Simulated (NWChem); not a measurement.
Si₃H₈O; SMILES [SiH2](O[SiH3])[SiH3]

```xyz
12

Si     0.4689     2.2718    -0.0086
O     -0.5322     0.9813    -0.2368
Si    -1.0499    -0.5665     0.0414
Si     0.7002    -2.1424    -0.0102
H      0.2005     2.9160     1.3049
H      0.2317     3.2573    -1.0926
H      1.8944     1.8440    -0.0439
H     -1.7283    -0.6400     1.3679
H     -2.0555    -0.9065    -1.0017
H      1.7134    -1.8704     1.0475
H      0.1313    -3.4995     0.2294
H      1.3944    -2.1526    -1.3278
```
Atoms are numbered in this order, from 1.

Computed with NWChem. Pople sets run with spherical d functions. Coordinates come from a B3LYP/6-31G* (spherical d) optimisation. Vzz is the largest principal value of the second derivative of the potential at the nucleus (NWChem prints the opposite sign); η is the asymmetry. Non-relativistic.

| level | Vzz O2 (a.u.) | η O2 |
|---|---|---|
| B3LYP/def2-TZVP | 1.056 | 0.12 |
| B3LYP/def2-SVP | 1.096 | 0.13 |
| PBE/def2-SVP | 1.094 | 0.13 |
| PBE/6-31G* | 1.039 | 0.13 |
